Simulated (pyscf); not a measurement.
Optimised with ωB97X-D3(BJ)/def2-SVP in PySCF. MP2 and CC: frozen core, UHF for open shells. ΔMP2 is the change of the MP2 total energy from the triple- to the quadruple-zeta basis.

SMILES: [Cu][Br]
```xyz
2

Cu     1.6034    -2.2697    -0.3189
Br     0.2906    -1.0430    -1.6007
```

Q: What is the homolytic dissociation enthalpy (298 K, CCSD(T)/def2-TZVPP + ΔMP2(QZVPP)) of the Br–Cu bond of Cu–Br (SMILES [Cu][Br]), to Cu• + Br•?

A: Br–Cu to Cu• + Br•: 81.8 kcal/mol. The CCSD(T) − MP2 part came from Ansatz, without density fitting, on the same reference. The frozen core leaves the outer d or s,p core shells of the metals and heavy elements correlated in the MP2 and CC values, and def2-TZVPP describes them poorly, which can shift differences by a few kcal/mol. Left out: the spin-orbit lowering of Br, which is large for Br, Se, Te and I. Open-shell species with a d-block atom are single-reference here; other states, and whether the spin sits on metal or ligand, were not checked. Elements up to Kr have no core potential and no relativistic terms here.
